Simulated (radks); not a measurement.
Task: The antimony ion Sb3+, 48 electrons, occupied as [Kr] 4d10 5s2. Method: non-relativistic Kohn-Sham, LB94 model potential, spin-polarised, spherical densities, point nucleus; relativity is left out, which matters for an element this heavy; computed with a radial shooting solver on a logarithmic mesh with Libxc functionals. Some entries of the table are withheld. Estimate them.

| orbital | occ. | eigenvalue (hartree) | <r^2> (bohr^2) |
|---|---|---|---|
| 1s | 2 | -1078.120 | 0.001186 |
| 2s | 2 | -161.8473 | 0.01936 |
| 2p | 6 | (1) | 0.01454 |
| 3s | 2 | -32.98421 | (2) |
| 3p | 6 | -28.81202 | 0.1291 |
| 3d | 10 | -21.04583 | 0.1097 |
| 4s | 2 | -6.42230 | 0.7635 |
| 4p | 6 | -5.02016 | 0.8551 |
| 4d | 10 | (3) | 1.199 |
| 5s | 2 | -1.64693 | 4.634 |

Result: 
(1) 2p eigenvalue (hartree): -151.9139
(2) 3s <r^2> (bohr^2): 0.1346
(3) 4d eigenvalue (hartree): -2.67132
